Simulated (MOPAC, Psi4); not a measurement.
Conformational energy of H₄O₄Si, SMILES O[Si](O)(O)O. Scanned: dihedral H6–O1–Si2–O3; all other coordinates were relaxed at GFN2-xTB. Heavy atoms are numbered in the order of the SMILES O[Si](O)(O)O, hydrogens after them in the order of the atoms that carry them; the mirror image has the same energies with the sign of each dihedral reversed.

AM1, restricted, heats of formation // GFN2-xTB (MOPAC); MP2/cc-pVTZ = Psi4 1.11 with DF-MP2 (frozen core)/cc-pVTZ // GFN2-xTB.

Energies relative to the lowest point of each profile, in kcal/mol:

```json
[
 {"φ / °": "0", "AM1": "0.19"},
 {"φ / °": "10", "AM1": "0.03"},
 {"φ / °": "20", "AM1": "0.00"},
 {"φ / °": "30", "AM1": "0.08"},
 {"φ / °": "40", "AM1": "0.22"},
 {"φ / °": "50", "AM1": "0.39"},
 {"φ / °": "60", "AM1": "0.58"},
 {"φ / °": "70", "AM1": "0.75"},
 {"φ / °": "80", "AM1": "0.87"},
 {"φ / °": "90", "AM1": "0.99"},
 {"φ / °": "100", "AM1": "1.11"},
 {"φ / °": "110", "AM1": "1.20"}
]
```

Task: What does MP2/cc-pVTZ give at the same points?

Result: 0: 0.98; 10: 0.60; 20: 0.29; 30: 0.08; 40: 0.00; 50: 0.05; 60: 0.23; 70: 0.52; 80: 0.87; 90: 1.24; 100: 1.59; 110: 1.86 (kcal/mol).
